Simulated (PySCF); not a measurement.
Computed properties of Be(I)(GeH3) (BeGeH₃I), SMILES [GeH3][Be][I]

Be(I)(GeH3) (BeGeH3I), SMILES [I][Be][GeH3]. Coordinates come from a B3LYP-D3(BJ)/def2-TZVP optimisation. The def2 effective core potentials stand for the cores of I; spin–orbit coupling is left out. Other conformers were not sampled. All values are computed for the isolated molecule unless a solvent is named; none is compared with measurement here.

**Structure.** The optimised structure has C3v symmetry. All 12 harmonic modes at B3LYP-D3(BJ)/def2-TZVP (PySCF) are real, so it is a minimum. With heavy atoms numbered as in [Be:1]([I:2])[GeH3:3], the shortest bond between them is Be1–I2 at 2.171 Å and the longest Be1–Ge3 at 2.191 Å.

**Vibrations.** The strongest infrared lines (harmonic, unscaled, degenerate partners summed) lie at 826 cm⁻¹ (256 km/mol, Be 90 %), 2104 cm⁻¹ (239 km/mol, H 98 %), 801 cm⁻¹ (111 km/mol, H 90 %). The softest mode is at 147 cm⁻¹ and the zero-point energy is 15.8 kcal/mol.

**Electronic structure.** CAM-B3LYP/def2-TZVPD (PySCF) places the frontier levels at -9.42 and -0.45 eV, a gap of 8.97 eV, and gives a dipole moment of 0.26 D and a mean polarisability of 87.2 bohr³.

**Excitations.** TDDFT-ωB97X/def2-SVPD (PySCF) has S1 at 5.77 eV (215 nm, f = 0.050, weak); the most intense of the 10 singlets computed lies at 7.31 eV (f = 0.72). Strengths of degenerate partners are summed. T1 (TDA) is at 4.89 eV. No vertical singlet excitation falls in the visible range (under 3.1 eV).
